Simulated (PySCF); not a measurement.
Sc(OH) (HOSc), SMILES [OH][Sc]. The structure is a stationary point at PBE-D3(BJ)/def2-TZVP. The multiplicity is an assumed one; other spin states were not compared.

Computed equilibrium geometry at PBE-D3(BJ)/def2-TZVP (PySCF confirms it by a frequency run) as a Z-matrix, and its point group:
point group C∞v.
```
O
H 1 0.9654
Sc 1 1.7921 2 180.00
```
Charge 0, spin multiplicity 1.
